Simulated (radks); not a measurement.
Question: These are the eigenvalues of the occupied orbitals of an atom or ion with whole-number occupations (eV). Method: scalar-relativistic Kohn-Sham, LB94 model potential, spin-polarised, spherical densities, finite nucleus; Fermi nuclear charge, rms radius of each element as measured or else 0.836 A^(1/3) + 0.57 fm; computed with a radial shooting solver on a logarithmic mesh with Libxc functionals.

| orbital | eigenvalue |
|---|---|
| 1s down | -92519.05 |
| 1s up | -92519.00 |
| 2s up | -17971.79 |
| 2s down | -17971.42 |
| 2p up | -15618.15 |
| 2p down | -15617.90 |
| 3s up | -5564.096 |
| 3s down | -5563.788 |
| 3p up | -4889.314 |
| 3p down | -4888.993 |
| 3d up | -4216.430 |
| 3d down | -4215.726 |
| 4s up | -2356.574 |
| 4s down | -2354.896 |
| 4p up | -2117.053 |
| 4p down | -2115.309 |
| 4d up | -1855.989 |
| 4d down | -1854.355 |

Which element is it, and in what charge state? The configuration may be excited. Open shells, if any, are filled with parallel spins first.

Answer: Z = 83, bismuth, charge +38: Bi38+ in [Kr] 4d9. The list shows which subshells hold electrons but not how many an open one holds; the 1s level, -3400 hartree, gives Z - s = 82.5 by -(Z - s)^2/2, which with screening and relativity narrows Z to a few neighbours, and the depths of the outer levels then fix element, charge and occupations together.
